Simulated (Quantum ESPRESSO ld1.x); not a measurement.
Question: These are the eigenvalues of the occupied orbitals of an atom or ion with whole-number occupations (hartree). Calculated with ld1.x of Quantum ESPRESSO 7.5: scalar-relativistic Kohn-Sham, LDA (Slater exchange, Perdew-Zunger correlation), spin-polarised, spherical densities, point nucleus.

orbital  eigenvalue
1s up      -975.652
1s down    -975.652
2s up      -146.627
2s down    -146.610
2p up      -131.859
2p down    -131.846
3s up      -28.9591
3s down    -28.9474
3p up      -24.1155
3p down    -24.1030
3d up      -16.5149
3d down    -16.4983
4s up      -5.88574
4s down    -5.82725
4p up      -4.43919
4p down    -4.38027
4d up      -2.33092
4d down    -2.27514

Which element is it, and in what charge state? The configuration may be excited. Open shells, if any, are filled with parallel spins first.

Answer: Z = 48, cadmium, charge +4: Cd4+ in [Kr] 4d8. The list shows which subshells hold electrons but not how many an open one holds; the 1s level, -975.65 hartree, gives Z - s = 44.2 by -(Z - s)^2/2, which with screening and relativity narrows Z to a few neighbours, and the depths of the outer levels then fix element, charge and occupations together.
